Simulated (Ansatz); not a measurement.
The same group exchange along the group O, S, Se, Te.

Program: Ansatz. Geometries: PBE0-D4/def2-TZVP. ΔE: electronic, gas phase. CCSD(T)/CBS is the MP2 limit (def2-TZVPP, def2-QZVPP) plus CCSD(T) − MP2 in def2-TZVPP, frozen cores. This one scheme is used for every species. def2 core potentials past Kr. For Ge, Se, Te outer-core shells are correlated without core-valence functions, which leaves a few kJ/mol of doubt a bond. Scalar relativity is left out up to krypton.

```json
{"reaction": "`BOC` + GeH₄ → `C[O][GeH3]` + BH₃", "CCSD/CBS(def2) (kJ/mol)": "134"}
{"reaction": "`BSC` + GeH₄ → `C[S][GeH3]` + BH₃", "CCSD/CBS(def2) (kJ/mol)": "67"}
{"reaction": "`B[Se]C` + GeH₄ → `C[Se][GeH3]` + BH₃", "CCSD/CBS(def2) (kJ/mol)": "48"}
{"reaction": "`B[Te]C` + GeH₄ → `C[Te][GeH3]` + BH₃", "CCSD/CBS(def2) (kJ/mol)": "23"}
```

(1) Give the CCSD(T)/CBS values in the same order. (Estimate.)

Largest T1 diagnostic: 0.015, for `B[Te]C`.

Answers

(1) The calculation gave: 136, 70, 52, 28 kJ/mol.
